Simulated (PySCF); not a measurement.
Radial density of Sb⁺ (antimony, charge +1)

UHF, [Kr] 4d10 5s2 5p2, high-spin 3P determinant. Computed with PySCF 2.14 in x2c-TZVPPall (8s6p4d2f, 60 functions), with scalar relativity by spin-free X2C-1e.

```tsv
r (bohr)	4πr²ρ (e/bohr)	4πr²(ρα − ρβ)
0.0260	62.90	0.0093
0.0437	57.70	0.0257
0.0736	80.86	0.0265
0.124	70.80	-0.0138
0.208	64.42	0.0390
0.350	51.63	0.0071
0.589	21.90	0.1166
0.991	19.26	-0.0402
1.67	4.461	0.6343
2.80	1.453	0.7868
4.71	0.1465	0.1190
7.93	0.0003962	0.0004
```

Densities and radii are taken from the X2C orbitals without a picture-change correction, which distorts them close to the nucleus.

(1) Where is the radial spin density 4πr²(ρα − ρβ) most negative, and why is it negative at all?

Results:

(1) Around r = 0.991 bohr, down to -0.0402 e/bohr: exchange with the open shell polarises the paired shells in an unrestricted calculation.
